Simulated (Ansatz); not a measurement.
Ansatz (a quantum-chemistry and plane-wave program) input (CCSD(T)/def2-QZVP): A basis named .json is the Basis Set Exchange file of that set (core-valence sets with the plain set on hydrogen).

Ansatz 0.2 input:
```yaml
crystal:
  periodic: [false, false, false]
  atoms:
    - {symbol: Si, position_ang: [0.00714127, 1.04995696, 0.80957954]}
    - {symbol: H, position_ang: [-0.41840924, 1.86076314, -0.40814884]}
    - {symbol: Si, position_ang: [0.01975272, -0.90056355, -0.58375403]}
    - {symbol: H, position_ang: [0.97687736, -0.69981080, -1.70695297]}
    - {symbol: H, position_ang: [-1.33626862, -1.10126450, -1.16589692]}
    - {symbol: H, position_ang: [0.40128468, -2.15119550, 0.11944169]}
basis:
  gaussian:
    orbitals: def2-QZVP.json
magnetization: {spin_polarized: false}
correlation: {method: ccsd_t, electrons: outside_noble_gas}
```

Output:

```
Functional definition: HF
integrals: 1.77 GiB planned
1511 factors; integrals over basis functions are off by at most 1.0e-3 eV
mean field: 1.09 GiB planned
mean field evaluation 1: about -15785.5872 eV, gradient 1.3e1 eV
mean field evaluation 2: about -15785.5885 eV, gradient 1.3e1 eV
mean field evaluation 4: about -15786.7290 eV, gradient 1.4e0 eV
mean field evaluation 8: about -15786.7427 eV, gradient 1.0e-4 eV
mean field evaluation 16: about -15786.7271 eV, gradient 1.4e0 eV
mean field -15786.74272421 eV, -580.1520944760 hartree, gradient 9.4e-7 eV, S^2 0.000000; 0 other end points of the search recorded, 0 dependent functions left out; unrestricted orbitals would lower it
10 core orbitals not correlated
reference -15786.74272421 eV, -580.1520944760 hartree; 6, 6 occupied and 244, 244 virtual orbitals, 1511 factors
second order -6.77565165 eV of doubles, -0.00000000 eV of singles
coupled cluster: 3.60 GiB planned
cycle   1  -7.56251642 eV  change   -7.9e-1 eV  update   8.0e-2
cycle   2  -7.92154086 eV  change   -3.6e-1 eV  update   3.2e-2
cycle   3  -7.95225607 eV  change   -3.1e-2 eV  update   1.2e-2
cycle   4  -7.94807127 eV  change    4.2e-3 eV  update   5.0e-3
cycle   5  -7.94784353 eV  change    2.3e-4 eV  update   1.8e-3
cycle   6  -7.94800332 eV  change   -1.6e-4 eV  update   7.5e-4
cycle   7  -7.94814299 eV  change   -1.4e-4 eV  update   2.9e-4
cycle   8  -7.94827428 eV  change   -1.3e-4 eV  update   1.1e-4
cycle   9  -7.94826703 eV  change    7.3e-6 eV  update   4.1e-5
cycle  10  -7.94824861 eV  change    1.8e-5 eV  update   1.5e-5
cycle  11  -7.94825302 eV  change   -4.4e-6 eV  update   5.6e-6
perturbative correction -0.29490859 eV, -0.0108376908 hartree
Total energy: -15794.98588582 eV, -580.4550250778 hartree
```
